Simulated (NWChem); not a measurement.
Molecule: C2H5ClSi2; SMILES C([SiH2][SiH2]Cl)#C

```xyz
10

C      1.4880    -2.7572    -0.3420
C      0.4980    -2.1230    -0.0273
Si    -0.9692    -1.1194     0.4148
Si    -0.7270     1.0234    -0.5125
Cl     0.9595     1.9020     0.3248
H      2.3625    -3.3211    -0.6160
H     -2.2027    -1.7672    -0.1272
H     -1.0832    -1.0135     1.8993
H     -1.9083     1.8821    -0.2020
H     -0.5458     0.9600    -1.9916
```
Atoms are numbered in this order, from 1.

Level: PBE0/def2-SVP (NWChem), optimised geometry, unscaled harmonic frequencies. 

List the harmonic frequencies with IR intensities, and the thermochemistry.


| frequency (cm⁻¹) | IR intensity (km/mol) |
|---|---|
| 37 | 0.7 |
| 80 | 1.0 |
| 133 | 1.7 |
| 239 | 5.9 |
| 297 | 23.0 |
| 409 | 12.1 |
| 430 | 41.9 |
| 535 | 6.8 |
| 556 | 46.3 |
| 648 | 26.3 |
| 690 | 14.2 |
| 719 | 11.6 |
| 742 | 23.2 |
| 751 | 26.8 |
| 782 | 379.1 |
| 834 | 97.6 |
| 917 | 70.8 |
| 937 | 95.2 |
| 2165 | 35.6 |
| 2225 | 55.8 |
| 2236 | 120.8 |
| 2240 | 17.6 |
| 2248 | 125.1 |
| 3474 | 61.5 |

```yaml
zero_point_energy: 34.8 kcal/mol
thermal correction to the enthalpy at 298.15 K (with zero-point energy): 40.3 kcal/mol
heat capacity Cv: 26.7 cal/(mol K)
entropy at 298.15 K and 1 atm (symmetry number 1): 89.3 cal/(mol K)
dipole_moment: 1.29 D
```

Rigid rotor and harmonic oscillator; modes under 100 cm⁻¹ make the entropy uncertain.
